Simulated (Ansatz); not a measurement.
One geometry of Ca10O12H4, a hydroxylated oxide cluster, several levels of theory.

```yaml
crystal:
  periodic: [false, false, false]
  atoms:
    - {symbol: Ca, position_ang: [0.528752, 0.131257, 0.950700]}
    - {symbol: Ca, position_ang: [-2.524804, 0.145652, 2.818869]}
    - {symbol: Ca, position_ang: [-2.237859, -2.130446, 0.615431]}
    - {symbol: Ca, position_ang: [-1.777828, 0.228458, -1.706494]}
    - {symbol: Ca, position_ang: [-2.178282, 2.428309, 0.566238]}
    - {symbol: Ca, position_ang: [-0.268026, -2.101507, 3.081993]}
    - {symbol: Ca, position_ang: [-0.235941, 2.337652, 3.098175]}
    - {symbol: Ca, position_ang: [0.467161, 2.504731, -1.279569]}
    - {symbol: Ca, position_ang: [0.524168, -2.210744, -1.260098]}
    - {symbol: Ca, position_ang: [2.660063, 0.120220, -1.791541]}
    - {symbol: O, position_ang: [2.474396, -2.065807, -2.374322]}
    - {symbol: O, position_ang: [-1.766700, -2.231334, -1.758217]}
    - {symbol: O, position_ang: [0.461753, 0.060281, -1.396135]}
    - {symbol: O, position_ang: [2.470791, 2.252348, -2.399726]}
    - {symbol: O, position_ang: [-0.001532, -2.198157, 0.874842]}
    - {symbol: O, position_ang: [2.774094, 0.027416, 0.413254]}
    - {symbol: O, position_ang: [-1.665593, 2.362606, -1.608085]}
    - {symbol: O, position_ang: [-2.318567, 0.100505, 0.486497]}
    - {symbol: O, position_ang: [0.095327, 2.405884, 0.927713]}
    - {symbol: O, position_ang: [-2.361633, -2.089193, 2.780412]}
    - {symbol: O, position_ang: [-0.204890, 0.102124, 3.149686]}
    - {symbol: O, position_ang: [-2.321700, 2.340006, 2.793338]}
    - {symbol: H, position_ang: [3.094584, -2.710362, -2.749964]}
    - {symbol: H, position_ang: [-2.208356, -2.760377, -2.445169]}
    - {symbol: H, position_ang: [2.988125, 2.916448, -2.881293]}
    - {symbol: H, position_ang: [3.508698, 0.026431, 1.047568]}
basis:
  gaussian: {orbitals: def2-SVP, initial_orbitals: start.molden}
hamiltonian: {xc: pbe}
correlation: {method: rpa}
scf: {omitted_lower_state_checks: [starts]}
```

The file start.molden holds the orbitals of an earlier run on this structure, at another level or in another basis.

```sh
$ ansatz run in.yaml --threads 2 --pin off --events-out ev --progress --plain --max-ram 32768MiB --backend cuda --devices 0, --max-vram 18GiB
```

Shortened log:

```
Functional definition: PBE
4472 factors; integrals over basis functions are off by at most 6.9e-4 eV
mean field evaluation 1: about -208925.5272 eV, gradient 1.9e1 eV
mean field evaluation 2: about -208926.6708 eV, gradient 8.3e-1 eV
mean field evaluation 4: about -208926.6713 eV, gradient 5.0e-3 eV
mean field -208926.67130847 eV, -7677.9135550022 hartree, gradient 3.0e-6 eV, S^2 0.000000; 0 other end points of the search recorded, 0 dependent functions left out
62 core orbitals not correlated: weight in the atoms' cores, before any rotation towards them, 1.000 or more for the frozen orbitals, at most 0.000 for the correlated occupied ones
reference -208652.16347643 eV, -7667.8255782429 hartree; 88, 88 occupied and 278, 278 virtual orbitals, 4472 factors
Total energy: -208802.72614979 eV, -7673.3586544336 hartree
Checks for a lower state left out: starts
```

Hardware: 2 threads of AMD EPYC 7R13 on a shared host and a share (18 GiB) of an NVIDIA H100 80GB HBM3. Wall time 10 s, peak host memory 2.9 GiB.

The first input with `gaussian: {orbitals: def2-TZVP, fitting: {mean_field: def2-universal-jkfit}, initial_orbitals: start.molden}`, `hamiltonian: {xc: pbe0, dispersion: d4}`, `output: {orbitals: {seedname: orbitals}}` and without the key `correlation` (abridged; 8.1 s):

```
Functional definition: PBE0
mean field -208987.59472970 eV, -7680.1524494368 hartree, gradient 8.0e-5 eV, S^2 0.000000
Total energy: -208989.19365461 eV, -7680.2112088435 hartree
Checks for a lower state left out: starts
```

First input, but with `gaussian: {orbitals: def2-TZVP, fitting: {mean_field: def2-universal-jkfit}, initial_orbitals: start.molden}`, `hamiltonian: {xc: {name: revPBE}, dispersion: d4}`, `output: {forces: true, orbitals: {seedname: orbitals}}` and without the key `correlation` (abridged; 8.6 s):

```
Functional definition: revPBE
mean field -209024.52389950 eV, -7681.5095713958 hartree, gradient 1.4e-5 eV, S^2 0.000000
Total energy: -209028.08837200 eV, -7681.6405633437 hartree
Atom 0 force    -0.032819     0.025880     0.096252 eV/Å
Atom 1 force    -0.159718     0.019477     0.126562 eV/Å
Atom 2 force    -0.154360    -0.118165     0.064969 eV/Å
Atom 3 force    -0.138796     0.087804    -0.140073 eV/Å
Atom 4 force    -0.147465     0.155653    -0.016021 eV/Å
Atom 5 force     0.053310    -0.120381     0.137149 eV/Å
Atom 6 force     0.059302     0.135441     0.133907 eV/Å
Atom 7 force    -0.085569     0.208048     0.003859 eV/Å
Atom 8 force     0.005001    -0.185842     0.024686 eV/Å
Atom 9 force     0.184800     0.010083    -0.108237 eV/Å
Atom 10 force     0.256444    -0.285161    -0.226815 eV/Å
Atom 11 force    -0.179431    -0.216376    -0.282509 eV/Å
Atom 12 force     0.017869    -0.031105    -0.011268 eV/Å
Atom 13 force     0.235934     0.286905    -0.241048 eV/Å
Atom 14 force     0.015797    -0.023499    -0.030194 eV/Å
Atom 15 force     0.310926    -0.010926     0.249657 eV/Å
Atom 16 force    -0.026729     0.038366    -0.095351 eV/Å
Atom 17 force     0.023115    -0.035094    -0.032769 eV/Å
Atom 18 force     0.036574     0.001174     0.005285 eV/Å
Atom 19 force    -0.036744    -0.098355     0.057332 eV/Å
Atom 20 force     0.044462    -0.017391     0.030965 eV/Å
Atom 21 force    -0.038077     0.075280     0.079770 eV/Å
Atom 22 force    -0.123696     0.140918     0.079221 eV/Å
Atom 23 force     0.104675     0.107139     0.147963 eV/Å
Atom 24 force    -0.083129    -0.148743     0.092179 eV/Å
Atom 25 force    -0.141677    -0.001129    -0.145472 eV/Å
Dipole moment:     0.594292    -0.812413     0.031812 e Å
Checks for a lower state left out: starts
```

As the first input, with `correlation: {method: mp2}`, `output: {orbitals: {seedname: orbitals}}` and without the key `hamiltonian` (abridged; 6.5 s):

```
Functional definition: HF
mean field -208661.49928099 eV, -7668.1686627321 hartree, gradient 2.3e-6 eV, S^2 0.000000
62 core orbitals not correlated: weight in the atoms' cores, before any rotation towards them, 1.000 or more for the frozen orbitals, at most 0.000 for the correlated occupied ones
second order -101.71485538 eV of doubles, -0.00000000 eV of singles
Total energy: -208763.21413637 eV, -7671.9066147226 hartree
Checks for a lower state left out: starts
```

First input, but with `gaussian: {orbitals: def2-SVP, fitting: {mean_field: def2-universal-jkfit}, initial_orbitals: start.molden}`, `hamiltonian: {xc: pbe, dispersion: d4}`, `output: {orbitals: {seedname: orbitals}}` and without the key `correlation` (abridged; 5.5 s):

```
Functional definition: PBE
mean field -208926.67919741 eV, -7677.9138449155 hartree, gradient 4.5e-5 eV, S^2 0.000000
Total energy: -208928.46863861 eV, -7677.9796056666 hartree
Checks for a lower state left out: starts
```

Geometry: PBE-D4/def2-SVP.

Correlated methods freeze 62 core orbitals; core or outer-core shells of Ca are correlated, in sets that lack core-valence functions. Single mean-field runs in def2-SVP, def2-TZVP are fitted with def2-universal-jkfit.
